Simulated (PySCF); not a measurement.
Compound: N-benzylformamidinium cation, C8H11N2 (charge +1).
Z-matrix (Å and degrees, PBE0-D3(BJ)/def2-SVP geometry), rows numbered from 1:
```
N 
C   1  1.3103
N   2  1.3101  1  125.74
C   3  1.4678  2  126.57  1     2.81
C   4  1.5074  3  113.44  2   -45.73
C   5  1.4001  4  120.02  3   122.56
C   6  1.3958  5  120.26  4  -179.54
C   7  1.3932  6  119.99  5     0.15
C   8  1.3960  7  119.96  6    -0.32
C   9  1.3917  8  120.18  7     0.17
H   1  1.0219  2  121.26  3     6.04
H   1  1.0140  2  119.84  3   178.77
H   2  1.0952  1  117.39  3   179.85
H   3  1.0152  2  115.97  1   179.08
H   4  1.1024  3  108.57  2    77.50
H   4  1.0994  3  106.15  2  -167.82
H   6  1.0944  5  120.01  4     1.50
H   7  1.0921  6  119.79  5  -179.41
H   8  1.0921  7  120.04  6  -179.88
H   9  1.0922  8  120.03  7  -179.32
H  10  1.0938  5  120.16  4    -1.02
```

Computed with PySCF at PBE0/pcSseg-1, non-relativistic, on one gas-phase PBE0-D3(BJ)/def2-SVP geometry that isn't relaxed in the solvent. The solvent is an IEF-PCM continuum (cavity from Bondi-type radii × 1.2). Specific hydrogen bonds and non-electrostatic terms are outside this model.

Gas phase at PBE0/pcSseg-1: HOMO -11.02 eV, LUMO -5.32 eV.

Task: What does the continuum do to the energy and the frontier levels at PBE0/pcSseg-1 in acetone and dimethylsulfoxide?

Result: 
```json
{"solvent": "acetone", "ε": "20.49", "E(solvent) − E(gas) (kJ/mol)": "-230.67", "polarisation term (kJ/mol)": "-239.12", "distortion of the solute (kJ/mol)": "8.45", "HOMO (eV)": "-7.71", "LUMO (eV)": "-0.99"}
{"solvent": "dimethylsulfoxide", "ε": "46.83", "E(solvent) − E(gas) (kJ/mol)": "-237.93", "polarisation term (kJ/mol)": "-247.20", "distortion of the solute (kJ/mol)": "9.27", "HOMO (eV)": "-7.62", "LUMO (eV)": "-0.88"}
```

Polarisation term: ½ Σ q·V over the induced surface charges. Distortion: the rise of the solute's own energy as its density leaves the gas-phase optimum. From acetone to dimethylsulfoxide the lowering changes by a factor 1.03, Born's factor 1 − 1/ε by 1.03 and ε itself by 2.3.

Task: Which radius a makes Born's formula ΔE = −(q²/2a)(1 − 1/ε) give the value in dimethylsulfoxide?

Result: a = q²(1 − 1/ε)/(2|ΔE|) = 2.86 Å, with q = +1 e and |ΔE| = 0.0906 Eh; the farthest nucleus lies 3.85 Å from the centroid of the nuclei. The formula assumes a point charge at the centre of a sphere.

Task: Which Hirshfeld charges (PBE0/pcSseg-1) respond most in acetone (means over atoms taken as equivalent)?

Result: 
```tsv
atoms	environment	gas (e)	solvent (e)	change
C8	aromatic CH carbon	-0.021	-0.043	-0.022
C7/C9	aromatic CH carbon	-0.026	-0.042	-0.016
H14	N–H hydrogen	+0.182	+0.194	+0.012
H13	hydrogen on a C=N carbon	+0.116	+0.126	+0.010
C5	substituted aromatic carbon	-0.013	-0.004	+0.009
H19	aromatic hydrogen	+0.072	+0.063	-0.009
```

Task: Which Mayer bond orders change most in acetone?

Result: 
```tsv
bond	length (Å)	gas	solvent	change
N3–C4	1.468	0.869	0.890	+0.021
C5–C6	1.400	1.389	1.404	+0.015
C9–C10	1.392	1.463	1.455	-0.008
N3–H14	1.015	0.904	0.896	-0.008
C2–N3	1.310	1.447	1.440	-0.007
C10–C5	1.400	1.351	1.358	+0.007
N1–H11	1.022	0.885	0.891	+0.006
N1–H12	1.014	0.912	0.906	-0.006
```

On an Arm Neoverse V1 with one thread, no GPU, shared host with 64 logical CPUs at a one-minute load of 12, this took 37 s and 1.5 GiB of memory at its peak. This is the whole shielding run at PBE0/pcSseg-1 in dimethylsulfoxide, SCF included.
